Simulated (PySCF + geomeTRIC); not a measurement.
Species: [Hf(Cl)(OCH3)3] (charge 0, multiplicity 1).

### Question
Give a relaxed geometry from BP86-D3(BJ)/def2-SVP in PySCF + geomeTRIC.

### Answer
One answer among several that fit: the end point of this relaxation, one of several conformers.
Cartesian coordinates (Å) in one orientation:
```xyz
17

Hf     0.345    -0.072    -0.651
Cl    -1.816     0.052    -1.688
O      0.773     1.624     0.168
C      1.225     2.810     0.752
H      2.146     3.182     0.248
H      1.460     2.661     1.831
H      0.449     3.604     0.677
O      1.668    -0.497    -1.990
C      2.686    -0.863    -2.875
H      3.522    -0.127    -2.851
H      2.301    -0.911    -3.919
H      3.101    -1.865    -2.618
O      0.325    -1.454     0.697
C      0.408    -2.426     1.697
H      1.136    -3.223     1.421
H     -0.582    -2.909     1.858
H      0.735    -1.981     2.665
```
